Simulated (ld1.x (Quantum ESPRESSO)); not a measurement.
## Which change was made? (Pd, PAW)

* Element: Pd (Z = 46)
* Generator: ld1.x (Quantum ESPRESSO) 7.5
* Type: PAW
* Functional: LDA (PZ)
* Relativity: fully relativistic
* Frozen core: [Ar] 3d10 4s2
* Valence charge: 16
* Reference configuration: 4p6 4d8 5s0 5p0 (charge +2)
* Partial waves: 5s (bound, empty): rcut 1.75, rcutus 2.30 bohr; 5s channel at -1.2 Ry: rcut 1.75, rcutus 2.30 bohr; 4p (bound): rcut 1.35, rcutus 1.60 bohr; 5p (bound, empty): rcut 1.35, rcutus 1.60 bohr; 4d (bound): rcut 1.30, rcutus 1.40 bohr; 4d channel at -1.3 Ry: rcut 1.30, rcutus 1.40 bohr
* Local potential: all-electron potential smoothed inside 1.30 bohr (lloc = -1)
* Core correction: a·sin(br)/r model core, default radius (ld1.x builds one for every PAW set, though the input has nlcc=.false.)
* Augmentation charge: BESSEL, radius 1.05 bohr

Open shells are filled in proportion to 2j + 1 (rel_dist='average').

Cutoffs, loose and tight: the cutoffs (Ry, on a coarse ladder) from which the occupation-weighted sum of valence levels, in a spherical-Bessel basis at the reference potential, stays within 10 and 1 mRy of its value at 400 Ry. They do not see the model core or the augmentation charge, which bear on the density cutoff. Test errors are all-electron minus pseudo excitation energies from the reference, over the configurations 4p6 4d10 5s0 5p0; 4p6 4d9 5s0 5p0; 4p6 4d7 5s0 5p0; 4p6 4d8 5s1 5p0; 4p6 4d9.5 5s0 5p0; 4p5 4d10 5s0 5p0; 4p6 4d9 5s1 5p0; variants that change the core or the reference have their own tests. The largest error is taken over the tests solved by every variant that gives reliable tests at all, those not shown here included: 4p6 4d10 5s0 5p0; 4p6 4d7 5s0 5p0; 4p6 4d9 5s0 5p0.

The base gives: outcome: generated; bound ghosts: not determined; largest test error (meV): -14.

(1) After one change the result is: outcome: generated; bound ghosts: not determined; largest test error (meV): -17. Which change was it?
A. functional PBE
B. waves 4d (bound): rcut 1.30, rcutus 1.94 bohr; 4d channel at -1.3 Ry: rcut 1.30, rcutus 1.94 bohr
C. local potential all-electron potential smoothed inside 2.26 bohr (lloc = -1)

Answers

(1) A. The others give: local potential all-electron potential smoothed inside 2.26 bohr (lloc = -1) → outcome: generated; bound ghosts: not determined; largest test error (meV): -16 | waves 4d (bound): rcut 1.30, rcutus 1.94 bohr; 4d channel at -1.3 Ry: rcut 1.30, rcutus 1.94 bohr → outcome: generated; bound ghosts: not determined; largest test error (meV): -7.7.
